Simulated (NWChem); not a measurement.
System: SiBrCl, singlet; SMILES Cl[Si]Br

```xyz
3

Si     1.0223    -0.6448     0.0000
Cl    -0.4889    -2.0888     0.0000
Br    -0.1714     1.2724     0.0000
```
Atoms are numbered in this order, from 1.

Low-valent species are run as closed-shell singlets; no triplet was tried in these runs. Structure relaxed at the PBE0/def2-SVP level.

Symmetry labels are those of Cs in the frame above (b1 and b2, or b-type labels, depend on it).

Task: List the 4 lowest vertical singlet excitations from PBE0/def2-SVPD, TDA (NWChem).

Result: 
```json
[
 {"state": "S1", "energy (eV)": "3.70", "oscillator strength": "0.029", "symmetry": "a\"", "leading excitation (squared amplitude)": "HOMO → LUMO (0.97)"},
 {"state": "S2", "energy (eV)": "4.27", "oscillator strength": "0.001", "symmetry": "a\"", "leading excitation (squared amplitude)": "HOMO−1 → LUMO (0.99)"},
 {"state": "S3", "energy (eV)": "5.11", "oscillator strength": "0.030", "symmetry": "a'", "leading excitation (squared amplitude)": "HOMO−2 → LUMO (0.88)"},
 {"state": "S4", "energy (eV)": "5.86", "oscillator strength": "0.010", "symmetry": "a\"", "leading excitation (squared amplitude)": "HOMO−4 → LUMO (0.98)"}
]
```
